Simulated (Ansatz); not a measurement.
F$_{2}$Sr, charge -1, doublet, at a GFN2-xTB geometry (such geometries of metal compounds can be far from the true shape) (a state made from the parent by changing its charge; the spin is typed, not shown lowest) (all electrons, no relativity) (a gas-phase anion, which may not be bound at this level). Base run: PBE0/3-21G (Ansatz, a quantum-chemistry and plane-wave program).

Input for Ansatz:
Ansatz 0.2 input:
```yaml
crystal:
  periodic: [false, false, false]
  atoms:
    - {symbol: Sr, position_ang: [-0.07458081, -0.01717285, -0.00668094]}
    - {symbol: F, position_ang: [-0.06832655, 1.51030383, -1.25445591]}
    - {symbol: F, position_ang: [0.38322329, -1.43779623, 1.28266431]}
basis:
  gaussian:
    orbitals: 3-21G.json
hamiltonian:
  xc: pbe0
total_charge: -1
magnetization: {spin_polarized: true, initial_magnetization: 1}
```
The basis file holds 3-21G in the JSON format of the Basis Set Exchange.

The base run was repeated with changes; each row names its change, and settings that it needs were set with it.

| change | basis functions | E (Eh) |
|---|---|---|
| base | 45 | -3316.97962 |
| basis = jorge-DZP-DKH; relativity = spin-free X2C; nucleus = Gaussian | 66 | -3378.47189 |
| basis = ANO-RCC-VDZP; relativity = spin-free X2C; nucleus = Gaussian | 59 | -3378.74227 |
| basis = ANO-RCC-VDZP; relativity = spin-free X2C | 59 | -3378.77634 |
| basis = ANO-RCC-VDZP; relativity = none | 59 | -3297.85591 |
| basis = jorge-DZP-DKH; relativity = spin-free X2C | 66 | -3378.50194 |
| basis = jorge-DZP-DKH; relativity = none | 66 | -3317.95785 |
| basis = x2c-TZVPall; relativity = none | 125 | -3306.94425 |
| basis = x2c-TZVPall; relativity = spin-free X2C; nucleus = Gaussian | 125 | -3378.85893 |
| basis = x2c-TZVPall; relativity = spin-free X2C | 125 | -3378.88778 |

Totals shift with the method and basis; they matter in differences.

Ansatz warned in this series: the basis is contracted for relativity, which the run leaves out.

A gas-phase anion may not be bound at this level; its values then depend on the basis.

Basis sets contracted for a relativistic Hamiltonian are a mismatch without it, so the rows without relativity aren't non-relativistic limits. No row has spin-orbit coupling; sets with core potentials leave out the core electrons.
